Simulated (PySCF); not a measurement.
A GIAO shielding run with PySCF 2.14.0 with density-fitted response routines (density fitting, non-relativistic, gas phase) on SMILES CC[C@@H]1COC[Si@H](Cl)O1, C5H11ClO2Si:

```
$ OMP_NUM_THREADS=1 python probes_run.py task.json out

{"job": {"kind": "nmr", "xc": "PBE0", "basis": "pcSseg-1"}, "charge": 0, "multiplicity": 1}
C      2.650366     0.950620     0.253181
C      1.817030    -0.321288     0.156456
C      0.356955    -0.064848     0.522395
C     -0.463302    -1.359642     0.532849
O     -1.801844    -1.160337     0.902422
C     -2.591491    -0.564171    -0.127888
Si    -1.778372     1.103567    -0.580166
Cl    -2.009399     1.628168    -2.495426
O     -0.190132     0.840444    -0.415536
H      2.667571     1.318185     1.276609
H      2.225744     1.720656    -0.384996
H      3.671528     0.757698    -0.064778
H      1.852220    -0.705164    -0.864646
H      2.216044    -1.084984     0.826096
H      0.291453     0.397219     1.516416
H     -0.407888    -1.820896    -0.464736
H     -0.048062    -2.048409     1.272013
H     -3.589823    -0.478566     0.298314
H     -2.650554    -1.257955    -0.979669
H     -2.223192     2.160384     0.322909
```

Hardware: 1 thread of an Intel Xeon 6975P-C, shared host. The job also computes population analyses, field gradients, ring-centre shieldings.

Q: How large is the calculation?

A: 88 electrons, 222 basis functions and 1197 auxiliary functions.

Q: How long does it take, and how much memory does it need?

A: 46 s of wall time, with 13 SCF cycles and 4 response iterations; peak memory 0.97 GiB. Times on a shared host scatter by some tens of per cent.
